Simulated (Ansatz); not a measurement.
Ansatz (a program for electronic structure) input (CCSD(T)/aug-cc-pV(D+d)Z):
A basis named .json is the Basis Set Exchange file of that set.

Ansatz 0.2 input:
```yaml
crystal:
  periodic: [false, false, false]
  atoms:
    - {symbol: C, position_ang: [-1.06882301, 0.52844032, 0.04631452]}
    - {symbol: Cl, position_ang: [0.47894281, -0.16539043, -0.01430365]}
    - {symbol: H, position_ang: [-1.72908970, -0.35900451, -0.03472507]}
basis:
  gaussian:
    orbitals: aug-cc-pV_D+d_Z.json
magnetization: {spin_polarized: false}
correlation: {method: ccsd_t, electrons: outside_noble_gas}
output: {forces: true}
```

Output:

```
Functional definition: HF
integrals: 0.04 GiB planned
624 factors; integrals over basis functions are off by at most 1.0e-3 eV
mean field: 0.12 GiB planned
mean field evaluation 1: about -13546.2119 eV, gradient 1.0e1 eV
mean field evaluation 2: about -13546.2126 eV, gradient 1.0e1 eV
mean field evaluation 4: about -13546.7632 eV, gradient 1.5e0 eV
mean field evaluation 8: about -13546.7840 eV, gradient 5.1e-4 eV
mean field evaluation 16: about -13546.7827 eV, gradient 2.2e-1 eV
mean field -13546.78395340 eV, -497.8351279473 hartree, gradient 3.3e-6 eV, S^2 0.000000; 0 other end points of the search recorded, 0 dependent functions left out; unrestricted orbitals would lower it
6 core orbitals not correlated
reference -13546.78395340 eV, -497.8351279473 hartree; 6, 6 occupied and 52, 52 virtual orbitals, 624 factors
densities: 0.15 GiB planned
second order -7.23879360 eV of doubles, -0.00000000 eV of singles
coupled cluster: 0.13 GiB planned
cycle   1  -7.76626983 eV  change   -5.3e-1 eV  update   8.4e-2
cycle   2  -8.02866246 eV  change   -2.6e-1 eV  update   3.1e-2
cycle   3  -8.11875293 eV  change   -9.0e-2 eV  update   2.1e-2
cycle   4  -8.11730415 eV  change    1.4e-3 eV  update   7.7e-3
cycle   5  -8.11675042 eV  change    5.5e-4 eV  update   2.6e-3
cycle   6  -8.11726350 eV  change   -5.1e-4 eV  update   9.0e-4
cycle   7  -8.11738738 eV  change   -1.2e-4 eV  update   3.1e-4
cycle   8  -8.11743448 eV  change   -4.7e-5 eV  update   1.2e-4
cycle   9  -8.11743021 eV  change    4.3e-6 eV  update   5.3e-5
cycle  10  -8.11744526 eV  change   -1.5e-5 eV  update   2.2e-5
cycle  11  -8.11745230 eV  change   -7.0e-6 eV  update   8.0e-6
cycle  12  -8.11745304 eV  change   -7.5e-7 eV  update   2.9e-6
cycle  13  -8.11745341 eV  change   -3.7e-7 eV  update   1.2e-6
perturbative correction -0.31357392 eV, -0.0115236291 hartree
the calculation of the forces begins
Total energy: -13555.21498073 eV, -498.1449624871 hartree
Atom 0 at    -1.068823     0.528440     0.046315 Å, force    -0.129106     0.604691     0.054450 eV/Å
Atom 1 at     0.478943    -0.165390    -0.014304 Å, force     0.444758    -0.193710    -0.016907 eV/Å
Atom 2 at    -1.729090    -0.359005    -0.034725 Å, force    -0.315653    -0.410980    -0.037543 eV/Å
Dipole moment:     0.005951    -0.308982    -0.027902 e Å
```
